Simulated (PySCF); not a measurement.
# Reading the logs of faulty runs: B2Ge2H7 cation

These are calculations, not measurements. They come from PySCF 2.14.0, an open-source quantum chemistry program, on an isolated molecule that a program drew, which may never have been made. The molecule is B2Ge2H7 cation (charge +1, singlet), drawn as the SMILES string `[GeH2+][BH][BH][GeH3]`.

Each row is a Hartree-Fock (HF) and frozen-core CCSD(T) single point in the cc-pVDZ basis, meant for a local HF minimum. Run 1 is clean. Each other run has one planted mistake out of seven kinds, and not every kind appears here: one electron removed, one electron added, multiplicity raised by two, geometry at a saddle point, minimal basis STO-3G, one bond length entered in bohr, all coordinates scaled. The reference is restricted for singlets and unrestricted otherwise, and also for a bond in bohr. Adding or removing an electron swaps singlet and doublet. Electrons count all cores. HOMO and LUMO are orbital energies over both spins, the gradient is its largest component, and the lowest frequency (negative if imaginary) is given only where the gradient is small. Bond lengths are over the 10 bonds as drawn. T1 is the CCSD diagnostic: over 0.02 (restricted) or 0.045 (unrestricted) a single reference is doubtful. Germanium has the cc-pVDZ-PP basis, with a core potential (ECP10MDF) in place of its 10 inner electrons, and its 3s, 3p and 3d shells are frozen in CCSD(T).

Geometry of the clean run:
```xyz
11
B2Ge2H7 cation, angstrom
Ge    0.8485    3.0259    1.0128
B     1.9993    1.3864    0.5097
B     1.4153   -0.1506    0.2865
Ge    1.3386   -1.4769    1.9373
H     0.4249    3.3718    2.4297
H     0.3538    4.0259   -0.0177
H     3.1642    1.6622    0.4645
H     1.0539   -0.5611   -0.7761
H     1.7752   -0.7854    3.2312
H     2.2680   -2.6416    1.6164
H    -0.1138   -1.9336    2.0635
```

```
run  electrons  basis functions  <S^2>  HOMO (eV)  LUMO (eV)  gradient (hartree/bohr)  lowest frequency (cm^-1)  mean bond (Å)  longest bond (Å)      T1  HF (hartree)  CCSD(T) (hartree)                          mistake
  1         80              109  0.000     -14.55      -5.55                  1.2e-05                        44         1.5857             2.119  0.0198    -639.86406         -640.27420                         no fault
  2         80              109  0.744     -14.66      -5.80                  1.8e-02                         -         1.6923             2.264  0.0540    -639.75257         -640.16138  one bond length entered in bohr
  3         80              109  2.045     -11.38      -7.72                  5.7e-02                         -         1.5857             2.119  0.0458    -639.76299         -640.16880       multiplicity raised by two
  4         80              109  0.000     -14.85      -5.53                  2.9e-02                         -         1.5191             2.030  0.0199    -639.84780         -640.25566           all coordinates scaled
  5         79              109  0.770     -21.43     -11.91                  7.2e-02                         -         1.5857             2.119  0.0203    -639.38010         -639.76030                                ?
  6         81              109  0.767      -7.14       1.28                  1.1e-02                         -         1.5857             2.119  0.0168    -640.09673         -640.51987                                ?
```

**Which mistake was planted in run 5, and what did it cost?**

It counts 79 electrons, one fewer than the clean run, at the same geometry and basis. So the mistake is: one electron removed. Subtracting run 1 and multiplying by 627.51 kcal/mol a hartree, the energy moved by 303.7 kcal/mol in HF and 322.5 kcal/mol in CCSD(T).

**Which mistake was planted in run 6, and what did it cost?**

It counts 81 electrons, one more than the clean run, at the same geometry and basis. So the mistake is: one electron added. Subtracting run 1 and multiplying by 627.51 kcal/mol a hartree, the energy moved by -146.0 kcal/mol in HF and -154.2 kcal/mol in CCSD(T).

Cautions from the logs. Run 2: T1 is over the limit, so its CCSD(T) energy is less reliable; run 3: T1 is over the limit, so its CCSD(T) energy is less reliable.
